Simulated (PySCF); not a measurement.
C4H7O, SMILES C(=O)([CH2])CC, multiplicity 2.

The structure is a stationary point at PBE0-D3(BJ)/def2-SVP. The isomer is the one that the SMILES or the coordinates give; other isomers of the formula were not compared. The values are those of a single conformer.

Method: PBE0-D3(BJ)/def2-SVP in PySCF 2.14.0.

Frequencies are harmonic and unscaled.

```csv
mode,ν (cm⁻¹),IR (km/mol),moving atoms (share of kinetic energy)
1,64,0.3,"H 47 %, C 42 %, O 11 %"
2,210,0.1,"H 88 %, C 11 %"
3,252,5.9,"C 44 %, O 28 %, H 27 %"
4,365,0.1,H 97 %
5,410,4.5,"C 47 %, H 33 %, O 20 %"
6,498,2.1,"H 48 %, C 45 %"
7,598,7.8,"C 53 %, O 27 %, H 21 %"
8,711,13.4,"H 76 %, C 24 %"
9,791,6.6,"C 55 %, H 37 %"
10,810,23.7,"H 65 %, C 34 %"
11,968,0.3,"H 67 %, C 29 %"
12,1031,4.3,"H 49 %, C 40 %, O 11 %"
13,1062,0.0,"H 59 %, C 40 %"
14,1110,2.5,"C 61 %, H 36 %"
15,1213,51.4,"C 55 %, H 44 %"
16,1261,0.0,"H 83 %, C 17 %"
17,1374,12.3,"H 63 %, C 36 %"
18,1398,12.5,"H 75 %, C 25 %"
19,1431,9.5,"H 87 %, C 13 %"
20,1452,34.3,"H 63 %, C 37 %"
21,1461,8.1,H 97 %
22,1470,18.8,"H 89 %, C 11 %"
23,1680,66.9,"C 63 %, O 35 %"
24,3048,13.5,H 94 %
25,3070,15.5,H 97 %
26,3091,7.1,"H 91 %, C 9 %"
27,3168,7.2,"H 92 %, C 8 %"
28,3168,7.3,H 94 %
29,3169,11.4,"H 91 %, C 9 %"
30,3300,0.5,"H 89 %, C 11 %"
```
